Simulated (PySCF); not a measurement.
# Telling isomers of C7H12Si apart by NMR

A single conformation, no relativistic terms, no solvent model, equivalent nuclei averaged. GIAO PBE0/pcSseg-1 shieldings; GFN2-xTB geometry; PySCF 2.14.0 with density-fitted response routines.

Scale: 1H, 13C against TMS (reference shieldings calculated alike). Where no couplings were computed, multiplicities follow the n + 1 count of equivalent neighbours, and m marks all less simple cases (inequivalent or close neighbours, rings, F or P nearby). Shifts are as computed. Against solution values, carbons near 30 ppm lie about +3 ppm off and those near 130 ppm about +5 ppm. Of 1309 compounds with measured shifts, 239 miss one by over three times the rms of a fit or turn the order of signals round; such compounds aren't used in these exercises.

(1) Tabulate the signals of `C=C[C@]1(C(=C)C)C[SiH2]1`, `C#C/C=C(/C)[SiH](C)C` and their relative energies.

(2) What is the quickest way to tell C=C[C@]1(C(=C)C)C[SiH2]1 from C#C/C=C(/C)[SiH](C)C?

## Answers

(1) 
| SMILES | carbon types | δC | δH | E rel. (kcal/mol) |
| --- | --- | --- | --- | --- |
| C=C[C@]1(C(=C)C)C[SiH2]1 | 2×C 1×CH 3×CH2 1×CH3 | 158.0, 152.6, 117.5, 109.9, 34.3, 28.8, 15.1 | 6.76 (m, 1H), 5.24 (m, 1H), 5.23 (m, 1H), 4.95 (m, 1H), 4.59 (m, 1H), 2.96 (m, 1H), 2.55 (m, 1H), 2.06 (s, 3H), 1.54 (m, 1H), 1.32 (m, 1H) | 14.8 |
| C#C/C=C(/C)[SiH](C)C | 2×C 2×CH 3×CH3 | 166.1, 125.6, 91.5, 88.0, 30.4, -4.7 | 6.34 (d, 1H), 4.43 (sept, 1H), 2.83 (d, 1H), 2.09 (s, 3H), 0.39 (d, 6H) | 0.0 |

Energies are electronic energies at PBE0/pcSseg-1 on these geometries, without zero-point or thermal terms, each for the one conformer computed, which needn't be the lowest.

(2) Count the carbon signals: 7 against 6. The first has a terminal =CH2 carbon at 117.5 ppm, the second a terminal alkyne carbon (CH) at 91.5 ppm. Their most deshielded carbons lie at 158.0 and 166.1 ppm. In the proton spectra the most deshielded non-exchanging signals are 6.76 (m, 1H) and 6.34 (d, 1H).
